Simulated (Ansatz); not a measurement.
A nudged elastic band was laid between two geometries of C$_{4}$H$_{8}$Sn (13 atoms, charge 0, multiplicity 1).

These are results of RKS r2SCAN/def2-SVP (Ansatz), not measurements.

| Item | Value |
| --- | --- |
| movable images | 3 |
| climbing image | yes |
| spring | 5.0 eV/Å² |
| optimiser | quadratic models (default) |
| start path | IDPP |
| force threshold | 0.03 eV/Å |
| iteration limit | 60 |
| end points | relaxed |

First end point:

```xyz
13
Properties=species:S:1:pos:R:3
C -1.742 1.114 0.572
C -0.302 0.820 0.582
C 0.850 0.692 1.174
C 0.838 0.368 -0.303
Sn 0.981 -1.673 -1.041
H -2.109 1.406 1.567
H -1.968 1.922 -0.143
H -2.308 0.229 0.231
H 1.465 0.733 2.071
H 1.274 1.108 -1.002
H 0.307 -1.843 -2.616
H 0.120 -2.700 0.039
H 2.614 -2.210 -1.115
```

Last end point:

```xyz
13
Properties=species:S:1:pos:R:3
C -1.247 0.777 1.565
C -0.093 0.816 0.656
C 1.157 1.048 0.380
C 0.333 0.489 -0.757
Sn 0.549 -1.562 -1.450
H -0.995 1.152 2.568
H -2.080 1.375 1.159
H -1.622 -0.258 1.657
H 2.150 1.374 0.685
H 0.022 1.179 -1.564
H 1.812 -1.713 -2.609
H -0.894 -2.155 -2.176
H 0.930 -2.556 -0.097
```

**Question.** What changes between the two ends?

**Answer.** No bond is made or broken. The dihedral C3–C4–Sn5–H11 goes from 156 to -86°. The two ends are copies of one structure, up to a mirror image or an exchange of like atoms.

**Question.** What energy profile does the band end with?

**Answer.** It converged. The highest image is number 2 of 0 to 4, 0.2 kcal/mol above the ends, which have the same energy within 2 meV. Another band between the same ends (7 images) ends at a top of the same energy, where a vibrational analysis finds 1 clearly imaginary mode. So few images can step over the top or miss a turn of the path.

```csv
image,path coordinate (Å),energy (kcal/mol),dihedral C3–C4–Sn5–H11 (°)
0,0.00,0.0,156
1,1.25,0.1,-174
2,2.50,0.2,-144
3,3.75,0.1,-115
4,4.99,0.0,-86
```

**Question.** What is the geometry of the highest image?

**Answer.** 
```xyz
13
Properties=species:S:1:pos:R:3
C -1.479 0.922 1.275
C -0.158 0.821 0.638
C 1.140 0.914 0.644
C 0.526 0.442 -0.655
Sn 0.699 -1.624 -1.326
H -1.407 1.267 2.317
H -2.126 1.616 0.712
H -1.986 -0.059 1.259
H 2.074 1.131 1.157
H 0.473 1.155 -1.499
H 0.861 -1.708 -3.036
H -0.675 -2.556 -0.870
H 2.078 -2.356 -0.602
```

The band took 5 iterations and about 2.9 core-minutes.

Time of the run: 88 s on 2 threads of Arm Neoverse V2, on a shared host, peak memory 0.19 GiB.
